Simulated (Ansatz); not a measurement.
Total energies of the cluster GaAs₂ (the lowest doublet isomer of a short search) from Ansatz at PBE0-D4/def2-TZVP, gas phase (1 Eh = 27.2114 eV = 2625.5 kJ/mol). The reference geometry is relaxed at r2SCAN-D4/def2-TZVP.

Cartesian coordinates in Å:
```
Ga 0.431 0.700 -1.444
As 0.397 0.378 1.257
As -0.828 -1.078 0.187
```

| state | geometry | energy (Eh) |
| --- | --- | --- |
| charge 0 doublet | reference | -6395.83920 |
| charge 1 singlet | reference | -6395.55834 |
| charge 0 quartet | relaxed at r2SCAN-D4/def2-TZVP | -6395.79815 |
| free Ga atom (doublet) | – | -1924.55212 |
| free As atom (quartet) | – | -2235.53903 |

(1) Work out the vertical ionisation energy to the singlet.

(2) Which of the charge 0 states is lowest, and how far above it are the others?

(3) What is the binding energy per atom against free atoms?

(1) E(charge 1 singlet) − E(charge 0 doublet) = -6395.55834 − (-6395.83920) = 0.28086 Eh = 7.64 eV. For comparison, −ε of the highest occupied level of the spin that leaves is 5.72 eV at this level, 1.92 eV less.

(2) The doublet. quartet: -6395.79815 − (-6395.83920) = 0.04105 Eh = 107.8 kJ/mol.

(3) Atoms: 1 × (-1924.55212) + 2 × (-2235.53903) = -6395.63018 Eh. Binding: -6395.63018 − (-6395.83920) = 0.20902 Eh = 5.69 eV, or 1.90 eV for each of 3 atoms (no zero-point energy, no counterpoise term).

The structure comes from a short search, and lower isomers may exist.
